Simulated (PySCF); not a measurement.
C7H5ClO2 (charge -1 and doublet state).
Z-matrix (Å and degrees, PBE0-D3(BJ)/def2-SVP geometry), rows numbered from 1:
```
O 
C   1  1.2396
O   2  1.3889  1  117.66
C   2  1.4218  1  127.86  3  -179.98
C   4  1.4376  2  119.60  1     0.33
C   5  1.3764  4  121.74  2   179.84
C   6  1.4141  5  120.03  4     0.05
Cl  7  1.7571  6  119.99  5   179.94
C   7  1.4123  6  119.87  5     0.06
C   9  1.3786  7  120.17  6    -0.11
H   3  0.9656  2  101.41  1     0.35
H   5  1.0928  4  117.52  2    -0.14
H   6  1.0938  5  120.69  4  -179.96
H   9  1.0938  7  119.24  6   179.90
H  10  1.0922  4  118.63  2     0.18
```

The hyperfine couplings belong to this conformer and change with its torsions.

As a line formula: `c1c(ccc(c1)Cl)[C]([O-])O` [radical] (charge -1).

Computed with UKS B3LYP, IGLO-III on C Cl O, pcH-1 on H, non-relativistic, mean-field spin-orbit, GIAO in PySCF. Whether the extra electron is bound in the gas phase wasn't checked; a finite basis holds it in any case. The geometry's basis has no diffuse functions, a weakness for an anion. Stability of the SCF solution: not tested.

Principal values of hyperfine tensors in MHz (contact, dipolar and spin–orbit terms together), for some of the nuclei:

```tsv
atom	isotope	A1	A2	A3
C7	13C	8.43	9.20	102.48
C9	13C	-26.31	-15.63	-13.99
C6	13C	-25.59	-15.55	-13.90
H12	1H	-16.76	-13.90	-6.21
H15	1H	-17.45	-13.62	-5.74
O1	17O	-54.67	9.51	10.37
C5	13C	-5.08	-4.29	32.55
C2	13C	-15.96	-13.52	41.43
```

(1) Give the isotropic coupling of each nucleus in MHz and in mT (g = 2.0035), and the anisotropic part.

(2) What spin density at the nucleus of H15 lies behind its contact coupling (g_N = 5.58569)?

(3) C10 (13C, g_N = 1.40482) isn't in the table. Its spin density at the nucleus is 0.007231 bohr⁻³. What is its contact coupling?

(4) Which nucleus of the table has the largest anisotropic coupling, and what is its form?

(5) In a single crystal, with the field along each principal axis of the tensor of C9 in turn, what first-order splitting does this nucleus give (isotropic g, quadrupole terms neglected)?

Answers

(1) a_iso = (A1 + A2 + A3)/3, Ti = Ai − a_iso; 1 mT corresponds to 28.042 MHz. The tensors hold a spin–orbit part: the run splits a_iso into a_FC + a_SO, and T includes its anisotropic share.

| atom | a_iso (MHz) | a_FC | a_SO | a_iso (mT) | T1 | T2 | T3 |
| --- | --- | --- | --- | --- | --- | --- | --- |
| C7 | 40.04 | 39.84 | 0.20 | 1.428 | -31.61 | -30.83 | 62.45 |
| C9 | -18.64 | -18.67 | 0.02 | -0.665 | -7.66 | 3.01 | 4.65 |
| C6 | -18.35 | -18.37 | 0.02 | -0.654 | -7.25 | 2.80 | 4.45 |
| H12 | -12.29 | -12.29 | 0.00 | -0.438 | -4.47 | -1.61 | 6.08 |
| H15 | -12.27 | -12.27 | 0.00 | -0.438 | -5.18 | -1.35 | 6.53 |
| O1 | -11.60 | -11.58 | -0.01 | -0.414 | -43.07 | 21.11 | 21.97 |
| C5 | 7.73 | 7.78 | -0.05 | 0.275 | -12.81 | -12.02 | 24.82 |
| C2 | 3.99 | 3.99 | -0.01 | 0.142 | -19.94 | -17.51 | 37.45 |

(2) a_FC = 800.24 MHz bohr³ × g_N × ρ(0)/(2S). With a_FC = -12.27 MHz and 2S = 1, ρ(0) = -0.002745 bohr⁻³. In magnitude that is 0.9 % of the 1/π = 0.318 of a free hydrogen atom.

(3) By the same relation, a_FC = 8.13 MHz. The spin–orbit term adds -0.06 MHz. Its full tensor has the principal values -4.89, -4.08, 33.18 MHz.

(4) C7: -31.6, -30.8, 62.4 MHz (the dipolar term alone has -32.1, -30.6, 62.6), axial, in the ratio −1:−1:+2, the form that spin in one p orbital centred on that nucleus gives.

(5) 2 lines (I = 1/2), spaced by |A_i|/(g × 13.996): 0.94, 0.56, 0.50 mT along the axes of A1, A2 and A3.

Time: 2.2 min. Hardware: one thread, x86-64 server, no GPU, on a shared host.

The SMILES draws the unpaired electron on C2; the largest computed Mulliken spin population is on C7 (0.35 against 0.19).
